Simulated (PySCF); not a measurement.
## A series of related molecules

Computed, not measured: PySCF 2.14.0, TDA CAM-B3LYP/def2-TZVP excited states, vertical, gas phase. Geometry: PBE0-D3(BJ)/def2-SVP.

Each molecule in one low-energy conformer.

(1) Order by vertical S1–T1 gap, lowest first.
A. Fc1ccccc[cH+]1
B. Clc1ccc[cH+]cc1
C. N#Cc1ccccc[cH+]1

## Answers

(1) B (1.38 eV), C (1.52 eV), A (1.60 eV).

All values:
| molecule | change | S1 (eV) | S1 from | f(S1) | T1 (eV) | T1 from | S1 − T1 (eV) | S0–T1 spin-orbit coupling (cm⁻¹) | S1–T1 spin-orbit coupling (cm⁻¹) |
| --- | --- | --- | --- | --- | --- | --- | --- | --- | --- |
| Clc1ccc[cH+]cc1 | H replaced by Cl | 4.62 | HOMO→LUMO+1 | 0.017 | 3.25 | HOMO→LUMO+1 | 1.38 | 0.34 | 0.00 |
| Fc1ccccc[cH+]1 | H replaced by F | 4.98 | HOMO→LUMO | 0.015 | 3.38 | HOMO→LUMO | 1.60 | 0.02 | 0.00 |
| N#Cc1ccccc[cH+]1 | H replaced by CN | 4.69 | HOMO→LUMO | 0.141 | 3.17 | HOMO→LUMO | 1.52 | 0.00 | 0.00 |
